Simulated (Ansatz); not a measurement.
# Two structures of H3InSbSi−

We compare I, a singlet given by its coordinates, with II, a singlet given by its coordinates. Both are isolated ions in the gas phase, relaxed with PBE0-D3(BJ)/def2-SVPD.

I (Å):

```xyz
6

In   -0.3195    0.6884   -1.2545
Sb    2.1392    1.6865   -1.9825
Si    1.2217    3.0516   -0.1357
H    -0.2035    2.2980    0.1276
H    -1.8017    1.1608   -2.0785
H    -0.4889   -0.6312   -0.1016
```

Close contacts (Å): In1–Sb2 2.75, In1–Si3 3.04, Sb2–Si3 2.47, In1–H4 2.12, In1–H5 1.76, In1–H6 1.76, Si3–H4 1.63.

II (Å):

```xyz
6

In   -0.0709    0.4096   -1.5648
Sb    2.2114    1.9929   -0.8347
Si    0.0034    2.5444    0.0022
H    -0.0959    3.7607    0.9200
H    -0.8741    0.6424   -3.1148
H    -0.4159   -1.1110   -0.7462
```

Close contacts (Å): In1–Sb2 2.87, In1–Si3 2.65, Sb2–Si3 2.42, In1–H5 1.76, In1–H6 1.76, Si3–H4 1.53.

Problem. Which of the two would you expect CCSD(T)/def2-SVPD + ΔMP2/def2-TZVPPD electronic energies to favour?

Solution. Structure I; the calculation gives E(II) − E(I) = +5.9 kcal/mol.

The same difference at several levels:

```tsv
level	geometry	E(II) − E(I) (kcal/mol)	departure from the last row (kcal/mol)	job, with rough time for the two
PBE0-D3(BJ)/def2-SVPD	PBE0-D3(BJ)/def2-SVPD	+5.1	−0.8	optimisation, 55 s
HF/def2-SVPD	PBE0-D3(BJ)/def2-SVPD	+5.0	−0.9	part of the CCSD(T) run
MP2/def2-SVPD	PBE0-D3(BJ)/def2-SVPD	+4.7	−1.2	part of the CCSD(T) run
CCSD(T)/def2-SVPD	PBE0-D3(BJ)/def2-SVPD	+5.9	0.0	single point
CCSD(T)/def2-SVPD + ΔMP2/def2-TZVPPD	PBE0-D3(BJ)/def2-SVPD	+5.9		single point, 50 s
```

The levels shown agree on the order. The largest departure from CCSD(T)/def2-SVPD + ΔMP2/def2-TZVPPD is that of MP2/def2-SVPD, 1.2 kcal/mol. Levels run at GFN2-xTB geometries aren't shown. The last row adds to CCSD(T) the change of the MP2 difference between the two basis sets, here 0.0 kcal/mol.

With harmonic frequencies from PBE0-D3(BJ)/def2-SVPD (ideal gas, rigid rotor, one conformer each, 298.15 K, 1 atm): on the last row, ΔE + ΔZPE = +5.7, ΔH = +6.0, ΔG = +5.2 kcal/mol.

The correlated steps freeze 13 core orbitals; the filled d shell of In and Sb is correlated, in a basis made for valence electrons. Atoms past krypton carry core potentials in the def2 sets and no spin–orbit term is included. Run with Ansatz 0.2.0; the last row on 2 threads of Intel(R) Xeon(R) Platinum 8259CL CPU @ 2.50GHz (Skylake/Cascade Lake) on a shared host.
